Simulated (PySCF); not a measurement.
Constitutional and geometric isomers with formula C2H8Si2. All species are isolated molecules in the gas phase. One relaxed conformer stands for each flexible species; it need not be the lowest. Strings in code marks are SMILES.

The numbers are results of PBE-D3(BJ)/def2-TZVP // B3LYP-D3(BJ)/def2-TZVP run with PySCF, not measurements. 

```
species                                   dipole moment (D)  HOMO–LUMO gap (eV)  HOMO (eV)
----------------------------------------  -----------------  ------------------  ---------
`CC[SiH]=[SiH2]` (C–C–Si–Si torsion 20°)                  –                2.52      -4.98
`C1C[SiH]1[SiH3]`                                         …                4.80      -5.79
`C1[C@@H]([SiH3])[SiH2]1`                              1.00                5.19      -5.98
`C=[Si](C)[SiH3]`                                         …                3.42      -5.35
`[SiH3]/C=C/[SiH3]`                                       …                   …      -6.95
`[SiH3]/C=C\[SiH3]`                                    0.83                4.82      -6.90
`[SiH3]/C=[SiH]\C`                                        …                3.63      -5.57
```

Some entries are withheld; supply them.


- `C1C[SiH]1[SiH3]`, dipole moment (D): 0.34
- `C=[Si](C)[SiH3]`, dipole moment (D): 1.37
- `[SiH3]/C=C/[SiH3]`, dipole moment (D): 0.00
- `[SiH3]/C=C/[SiH3]`, HOMO–LUMO gap (eV): 4.99
- `[SiH3]/C=[SiH]\C`, dipole moment (D): 2.32
